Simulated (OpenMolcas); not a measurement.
## Predicting a hybrid from its neighbours: GeSiH5Cl

The species is GeSiH5Cl (8 atoms), meant as a singlet with charge 0. SMILES: `[SiH3][GeH2][Cl]`. Geometry: relaxed at PBE0-D4/def2-TZVP.

The dipole moment y, in D, basis def2-SVP; a is the functional's share of exact exchange. Programs: OpenMolcas 26.06.

| functional | program | a | y (D) |
| --- | --- | --- | --- |
| PBE | OpenMolcas | 0 | 1.88 |
| BLYP | OpenMolcas | 0 | 1.82 |
| B3LYP | OpenMolcas | 0.2 | ? |
| PBE0 | OpenMolcas | 0.25 | 2.06 |
| BHLYP | OpenMolcas | 0.5 | 2.15 |

Q: Fit y = c + s·a to the known rows and predict B3LYP.

A: 
1. Means of the 4 rows: a = 0.1875, y = 1.978.
2. Σ(Δa)² = 0.17188, Σ(Δa·Δy) = 0.10687, so the slope is 0.10687/0.17188 = 0.62177.
3. Intercept: 1.978 − (0.62177) × 0.1875 = 1.861. The largest residual of the fit is 0.044.
4. B3LYP: 1.861 + (0.62177) × 0.2 = 1.99 D.

The run gave 1.98 D, so the prediction is off by +0.01 D, within the largest residual. More exact exchange makes the molecule more polar here. The rows mix families of semi-local functionals, which the line can't see.
